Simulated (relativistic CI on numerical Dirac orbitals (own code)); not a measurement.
**Radial parameters of Se XV**

Computed by Dirac-Coulomb-Breit CI, orbitals from a KLI potential per configuration, model QED (radiative potential, 1s self-energy scaled to tabulated hydrogen-like ionisation energies), unscaled Slater integrals (own radial code, finite nucleus).

Slater integrals F^k, G^k are unscaled and averaged over j, outside the closed core [Ne]; ζ comes from projecting the Hamiltonian with its Breit term on Σ l·s of the shell.

- 3s2 3p6 3d2: F^2(3d,3d) = 206680, F^4(3d,3d) = 132490, ζ(3d) = 4180.8 cm⁻¹; <r>(3d) = 0.4855, <r^2>(3d) = 0.2768 (bohr units).
- 3s2 3p5 3d3: ζ(3p) = 39866, F^2(3d,3d) = 206050, F^4(3d,3d) = 132070, F^2(3p,3d) = 190330, G^1(3p,3d) = 217300, G^3(3p,3d) = 140620, ζ(3d) = 4081.8 cm⁻¹; <r>(3p) = 0.5206, <r^2>(3p) = 0.3129, <r>(3d) = 0.4869, <r^2>(3d) = 0.2784 (bohr units).
- 3s 3p6 3d3: F^2(3d,3d) = 205750, F^4(3d,3d) = 131870, G^2(3s,3d) = 165760, ζ(3d) = 4150.6 cm⁻¹; <r>(3s) = 0.5241, <r^2>(3s) = 0.313, <r>(3d) = 0.4875, <r^2>(3d) = 0.2791 (bohr units).

Problem. Give the Racah parameters of the d shell in 3s2 3p6 3d2.

Solution. B = F²/49 − 5F⁴/441 = 2716 cm⁻¹ and C = 35F⁴/441 = 10515 cm⁻¹.

Averages of the first 10 configurations, taken without configuration mixing, which lowers the lowest level and can move excited configurations by several eV; other configurations of the list can lie among them:

```
 Configuration  Parity  States  Average energy above the lowest level (eV)
   3s2 3p6 3d2    even      45                                         4.7
   3s2 3p5 3d3     odd     720                                       102.8
    3s 3p6 3d3    even     240                                       174.6
 3s2 3p6 3d 4s    even      20                                       187.2
 3s2 3p6 3d 4p     odd      60                                       210.2
 3s2 3p6 3d 4d    even     100                                       244.8
 3s2 3p6 3d 4f     odd     140                                       274.4
   3s2 3p6 4s2    even       1                                       384.3
3s2 3p5 3d2 4s     odd     540                                       282.4
 3s2 3p6 4s 4p     odd      12                                       405.0
```
